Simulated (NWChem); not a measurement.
**Correlation energy of Se (+1)**

```xyz
1

Se     0.0000     0.0000     0.0000
```
Charge +1, spin multiplicity 4.

The numbers come from NWChem runs, not from measurements.

Basis set: def2-QZVP. Each correlation energy counts from its own Hartree-Fock reference.

The Hamiltonian is non-relativistic. The correlated methods keep 9 core orbitals frozen. No SCF solution was tested for a lower state. Open-shell Hartree-Fock references start from PBE0 orbitals. Coupled-cluster values serve here as a point of comparison, not as the truth.

```json
[
 {"method": "UMP2", "correlation energy (mHa)": "…"},
 {"method": "CCSD on UHF", "correlation energy (mHa)": "-250.9"},
 {"method": "CCSD[T] on UHF", "correlation energy (mHa)": "…"},
 {"method": "CCSD(T) on UHF", "correlation energy (mHa)": "…"},
 {"method": "SCS-UMP2", "correlation energy (mHa)": "…"},
 {"method": "CCSD[T] on ROHF", "correlation energy (mHa)": "-259.3"},
 {"method": "CCSD on ROHF", "correlation energy (mHa)": "-252.1"},
 {"method": "CCSD(T) on ROHF", "correlation energy (mHa)": "-258.9"}
]
```

Q: Some entries are withheld; supply them.

A: 
- UMP2, correlation energy (mHa): -249.5
- CCSD[T] on UHF, correlation energy (mHa): -257.7
- CCSD(T) on UHF, correlation energy (mHa): -257.4
- SCS-UMP2, correlation energy (mHa): -226.7
